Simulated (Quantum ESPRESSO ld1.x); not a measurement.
Ho, 67 electrons, occupied as [Xe] 4f11 6s2. Calculated with ld1.x of Quantum ESPRESSO 7.5: non-relativistic Kohn-Sham, PBE, spin-unpolarised, spherical densities, point nucleus; relativity is left out, which matters for an element this heavy.

Unscreened Slater integrals over Kohn-Sham orbitals (cm^-1).

\begin{tabular}{lr}
integral & value \\ \hline
F0(6s,6s) & 45453 \\
F0(6s,4f) & 59722 \\
G3(6s,4f) & 1545.4 \\
F0(6s,5p) & 57472 \\
G1(6s,5p) & 3372.9 \\
F0(6s,5s) & 58038 \\
G0(6s,5s) & 1945.7 \\
F0(6s,4d) & 60329 \\
G2(6s,4d) & 986.25 \\
F0(4f,4f) & 256940 \\
F2(4f,4f) & 119550 \\
F4(4f,4f) & 74533 \\
F6(4f,4f) & 53493 \\
F0(4f,5p) & 152810 \\
F2(4f,5p) & 49509 \\
G2(4f,5p) & 25279 \\
G4(4f,5p) & 19389 \\
F0(4f,5s) & 168770 \\
G3(4f,5s) & 27722 \\
F0(4f,4d) & 288210 \\
F2(4f,4d) & 136640 \\
F4(4f,4d) & 86880 \\
G1(4f,4d) & 159700 \\
G3(4f,4d) & 100340 \\
G5(4f,4d) & 70948 \\
F0(5p,5p) & 125960 \\
F2(5p,5p) & 67535 \\
F0(5p,5s) & 133560 \\
G1(5p,5s) & 91123 \\
F0(5p,4d) & 159540 \\
F2(5p,4d) & 40959 \\
G1(5p,4d) & 10671 \\
G3(5p,4d) & 10457 \\
F0(5s,5s) & 142950 \\
F0(5s,4d) & 177680 \\
G2(5s,4d) & 14969 \\
F0(4d,4d) & 330490 \\
F2(4d,4d) & 168120 \\
F4(4d,4d) & 112470 \\
\end{tabular}

Derived for the open shells (J is the average intra-shell exchange parameter used in DFT+U). 4f: F4/F2 = 0.623, F6/F2 = 0.447, J = (286 F2 + 195 F4 + 250 F6)/6435 = 9650 cm^-1.
